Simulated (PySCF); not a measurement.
Bond curve of LiSn⁺

Set-up: Li def2-SVPD, Sn def2-SVPD with ECP28; scalar-relativistic core potentials (PySCF 2.14). Energies in eV from Li⁺ + Sn in their ground configurations at the same level. State: ³Π (triplet), unpaired electrons σ ↑, π ↑.

All columns are PBE0. A positive dipole points towards Sn; it is taken about the centre of mass and depends on that origin.

```tsv
R (Å)	E (eV)	μ (D)	Mulliken charge on Li (basis-dependent)	HOMO (eV)	LUMO (eV)	Mayer bond order	⟨S²⟩
2.602	-0.695	-7.89	0.83	-10.10	-8.26	0.31	2.00
2.723	-0.776	-8.33	0.82	-9.97	-8.14	0.32	2.00
2.844	-0.820	-8.79	0.80	-9.85	-8.01	0.33	2.00
2.934	-0.835	-9.13	0.80	-9.76	-7.93	0.33	2.00
3.025	-0.839	-9.48	0.80	-9.68	-7.84	0.33	2.00
3.116	-0.834	-9.84	0.80	-9.60	-7.76	0.33	2.00
3.237	-0.818	-10.32	0.80	-9.50	-7.66	0.33	2.00
3.388	-0.787	-10.94	0.80	-9.38	-7.54	0.32	2.00
3.570	-0.740	-11.69	0.81	-9.25	-7.40	0.31	2.00
3.812	-0.667	-12.73	0.81	-9.07	-7.22	0.30	2.00
```

A fit through these points gives, at Re = 3.018 Å, μ = -9.46 D and dμ/dR = -3.89 D/Å; the reduced mass is 6.628 u.

Q: How strong is the fundamental in the double-harmonic approximation, I = 42.26·(dμ/dR)²/μred km/mol?

A: I = 42.26·(-3.89)²/6.628 = 96.5 km/mol at PBE0.

Spin–orbit coupling is left out, which matters for elements this heavy, above all for dissociation energies. For an ion De counts to the pair picked by the measured ionisation energies or electron affinities, which need not be the lowest pair at this level. The state is the lowest determinant that a PBE0 search found; another state may lie lower at other levels.
